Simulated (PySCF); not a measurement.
Species: C5H7ClO2.
Atom-mapped SMILES: `[O:1]=[C:2]1[CH2:3][CH2:4][C@H:5]([Cl:6])[CH2:7][O:8]1`

Structure used (GFN2-xTB), in Å, numbered top down from 1:
```
atom  x, y, z in Å
O1     2.0345   -1.4371    1.4084
C2     1.1488   -0.7467    0.9936
C3     1.3098    0.3351   -0.0528
C4     0.2799    0.1149   -1.1656
C5    -1.1337   -0.0285   -0.5877
Cl6   -2.1885    1.3284   -1.0924
C7    -1.1012   -0.0390    0.9436
O8    -0.1121   -0.9188    1.4345
H9     1.1628    1.3108    0.4162
H10    2.3238    0.2933   -0.4477
H11    0.3193    0.9445   -1.8718
H12    0.5399   -0.7957   -1.7084
H13   -1.6169   -0.9342   -0.9594
H14   -0.9227    0.9779    1.3144
H15   -2.0480   -0.3969    1.3532
```

Probes without a nucleus sit at each ring's centroid and 1 Å off its mean plane on both sides; NICS is minus the shielding there, NICSzz its component along the normal. Level: GIAO PBE0/pcSseg-1 (PySCF, non-relativistic, gas phase) on the GFN2-xTB geometry, one conformer.

Ring bond lengths (Å), with Mayer bond orders in brackets: C2–C3 1.514 (1.00), C3–C4 1.532 (1.04), C4–C5 1.534 (0.95), C5–C7 1.532 (0.98), C7–O8 1.412 (0.88), O8–C2 1.347 (1.05).

Question: Give the NICS values of each ring in ppm.

Answer: 
| ring | type | NICS(0) | NICS(1), two faces | NICS(1)zz, two faces | rms pucker (Å) | centre to ring atoms, mean (Å) |
| --- | --- | --- | --- | --- | --- | --- |
| C2–C3–C4–C5–C7–O8 | 6-membered ring with O; formal bonds all single | -2.9 | -2.8 / -3.4 | 2.3 / -1.8 | 0.29 | 1.42 |

Question: What can be read from them?

Answer: 
- C2–C3–C4–C5–C7–O8: mean NICS(1)zz 0.3 ppm, near zero. C3, C4, C5, C7 have four or more neighbours; no verdict on aromaticity is drawn. The two faces differ by 4.1 ppm, so no symmetry operation interchanges them.

Question: What field does 14.1 T along the ring normal induce along that normal at the second NICS(1) probe listed for ring C2–C3–C4–C5–C7–O8, 1 Å off the ring?

Answer: NICSzz × B0 = -1.8 ppm × 14.1 T = -25 μT, against the applied field.
